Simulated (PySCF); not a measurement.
ethylene glycol (C$_{2}$H$_{6}$O$_{2}$), singlet, geometry from GFN2-xTB; MP2/3-21G in PySCF.

Input for PySCF:
```python
from pyscf import gto, scf, mp

mol = gto.M(
    atom='''
O     1.388627   -0.506554    0.021946
C     0.631635    0.668434   -0.198355
C    -0.809647    0.235748   -0.470992
O    -1.376300   -0.403433    0.640800
H     2.302154   -0.267360    0.203737
H     0.657454    1.313703    0.689952
H     1.016993    1.228516   -1.060371
H    -1.428327    1.110285   -0.681176
H    -0.816259   -0.430666   -1.345054
H    -0.762555   -1.099674    0.907025
''',
    basis='3-21g',
    charge=0,
    spin=0,
    verbose=4,
)

mf = scf.RHF(mol)
mf.kernel()

pt = mp.MP2(mf)
pt.kernel()
print('E(MP2) = %.10f' % pt.e_tot)
mf.analyze()
```

What the program printed (banner, timings and long lists left out):

```
PySCF version 2.14.0

[INPUT] verbose = 4
[INPUT] num. atoms = 10
[INPUT] num. electrons = 34
[INPUT] charge = 0
[INPUT] spin (= nelec alpha-beta = 2S) = 0
[INPUT] symmetry False subgroup None
[INPUT] Mole.unit = angstrom
[INPUT] Symbol           X                Y                Z      unit          X                Y                Z       unit  Magmom
[INPUT]  1 O      1.388627000000  -0.506554000000   0.021946000000 AA    2.624124719176  -0.957248327303   0.041471929530 Bohr   0.0
[INPUT]  2 C      0.631635000000   0.668434000000  -0.198355000000 AA    1.193617160690   1.263157192348  -0.374836625438 Bohr   0.0
[INPUT]  3 C     -0.809647000000   0.235748000000  -0.470992000000 AA   -1.530011087576   0.445499154414  -0.890045886861 Bohr   0.0
[INPUT]  4 O     -1.376300000000  -0.403433000000   0.640800000000 AA   -2.600830065239  -0.762377879612   1.210936500621 Bohr   0.0
[INPUT]  5 H      2.302154000000  -0.267360000000   0.203737000000 AA    4.350440556572  -0.505237176664   0.385007131441 Bohr   0.0
[INPUT]  6 H      0.657454000000   1.313703000000   0.689952000000 AA    1.242407999500   2.482538879019   1.303820319096 Bohr   0.0
[INPUT]  7 H      1.016993000000   1.228516000000  -1.060371000000 AA    1.921838240600   2.321558779646  -2.003810780431 Bohr   0.0
[INPUT]  8 H     -1.428327000000   1.110285000000  -0.681176000000 AA   -2.699146846322   2.098134570213  -1.287236082627 Bohr   0.0
[INPUT]  9 H     -0.816259000000  -0.430666000000  -1.345054000000 AA   -1.542505956711  -0.813840791162  -2.541783682751 Bohr   0.0
[INPUT] 10 H     -0.762555000000  -1.099674000000   0.907025000000 AA   -1.441020104918  -2.078082686305   1.714028838134 Bohr   0.0

nuclear repulsion = 133.379716335674
number of shells = 32
number of NR pGTOs = 78
number of NR cGTOs = 48
basis = 3-21g
ecp = {}

******** <class 'pyscf.scf.hf.RHF'> ********
method = RHF
initial guess = minao
damping factor = 0
level_shift factor = 0
DIIS = <class 'pyscf.scf.diis.CDIIS'>
diis_start_cycle = 1
diis_space = 8
diis_damp = 0
SCF conv_tol = 1e-09
SCF conv_tol_grad = None
SCF max_cycles = 50
direct_scf = True
direct_scf_tol = 1e-13
Set gradient conv threshold to 3.16228e-05
Initial guess from minao.
init E= -228.071547510613
  HOMO = -0.318391491678185  LUMO = 0.138945664385317  gap/eV = 12.44478
cycle= 1 E= -227.560350798117  delta_E= 0.511  |g|= 0.641  |ddm|=  2.7
  HOMO = -0.366463583052242  LUMO = 0.230680060258556  gap/eV = 16.24911
cycle= 2 E= -227.632755557246  delta_E= -0.0724  |g|= 0.346  |ddm|= 0.682
  HOMO = -0.418431418652447  LUMO = 0.240163478877788  gap/eV = 17.92128
cycle= 3 E= -227.653006114732  delta_E= -0.0203  |g|= 0.041  |ddm|= 0.274
  HOMO = -0.416858442327904  LUMO = 0.2473699111778  gap/eV = 18.07457
cycle= 4 E= -227.653636225671  delta_E= -0.00063  |g|= 0.00735  |ddm|= 0.0627
  HOMO = -0.419372612053412  LUMO = 0.246558692820925  gap/eV = 18.12091
cycle= 5 E= -227.653660878947  delta_E= -2.47e-05  |g|= 0.00249  |ddm|= 0.0161
  HOMO = -0.419036812585514  LUMO = 0.246644419265135  gap/eV = 18.11411
cycle= 6 E= -227.653663669377  delta_E= -2.79e-06  |g|= 0.000517  |ddm|= 0.00589
  HOMO = -0.419205092910196  LUMO = 0.246637128200154  gap/eV = 18.11849
cycle= 7 E= -227.65366380404  delta_E= -1.35e-07  |g|= 0.000109  |ddm|= 0.00123
  HOMO = -0.419194786550661  LUMO = 0.246630521810241  gap/eV = 18.11803
cycle= 8 E= -227.653663808358  delta_E= -4.32e-09  |g|= 4.42e-05  |ddm|= 0.00016
  HOMO = -0.419195528903469  LUMO = 0.246631865125642  gap/eV = 18.11809
cycle= 9 E= -227.65366380899  delta_E= -6.32e-10  |g|= 7.99e-06  |ddm|= 5.88e-05
  HOMO = -0.419195201693243  LUMO = 0.246631371784335  gap/eV = 18.11806
Extra cycle  E= -227.653663809029  delta_E= -3.9e-11  |g|= 3.59e-06  |ddm|= 1.47e-05
converged SCF energy = -227.653663809029

******** <class 'pyscf.mp.mp2.RMP2'> ********
nocc = 17, nmo = 48
E(RMP2) = -228.072724866491  E_corr = -0.419061057461974
E(SCS-RMP2) = -228.072774604703  E_corr = -0.419110795673711
E_corr(same-spin) = -0.0966490076315281
E_corr(oppo-spin) = -0.322412049830446
E(MP2) = -228.0727248665
**** SCF Summaries ****
Total Energy =                        -227.653663809028956
Nuclear Repulsion Energy =             133.379716335673606
One-electron Energy =                 -576.228352258456653
Two-electron Energy =                  215.194972113754091
Two-electron Coulomb Energy =          244.151038505645715
DFT Exchange-Correlation Energy =      -28.956066391891625
HOMO-LUMO gap [eV] =                    18.118063913272266
**** MO energy ****
MO #1   energy= -20.454520422302   occ= 2
MO #2   energy= -20.4313365223887  occ= 2
MO #3   energy= -11.2262361740782  occ= 2
MO #4   energy= -11.216618510124   occ= 2
MO #5   energy= -1.37472498848115  occ= 2
MO #6   energy= -1.34327262774761  occ= 2
MO #7   energy= -0.99842519730201  occ= 2
MO #8   energy= -0.837099055393956 occ= 2
MO #9   energy= -0.716376890999559 occ= 2
MO #10  energy= -0.670753523337066 occ= 2
MO #11  energy= -0.634536649269156 occ= 2
MO #12  energy= -0.597049286565666 occ= 2
MO #13  energy= -0.565423240834448 occ= 2
MO #14  energy= -0.517698716922861 occ= 2
MO #15  energy= -0.47055019547716  occ= 2
MO #16  energy= -0.445388152953584 occ= 2
MO #17  energy= -0.419195201693243 occ= 2
MO #18  energy= 0.246631371784335  occ= 0
MO #19  energy= 0.30360953505552   occ= 0
MO #20  energy= 0.308426843811978  occ= 0
MO #21  energy= 0.336840886626154  occ= 0
MO #22  energy= 0.346584505995615  occ= 0
MO #23  energy= 0.363851857897854  occ= 0
MO #24  energy= 0.422606885034116  occ= 0
MO #25  energy= 0.446216530178897  occ= 0
 ** Mulliken pop on meta-lowdin orthogonal AOs  **
 ** Mulliken pop  **
 ** Mulliken atomic charges  **
charge of    0O =     -0.52270
charge of    1C =      0.04740
charge of    2C =      0.06922
charge of    3O =     -0.51342
charge of    4H =      0.29782
charge of    5H =      0.07796
charge of    6H =      0.07202
charge of    7H =      0.09500
charge of    8H =      0.07786
charge of    9H =      0.29884
Dipole moment(X, Y, Z, Debye):  2.68092,  1.36901, -0.74548
```
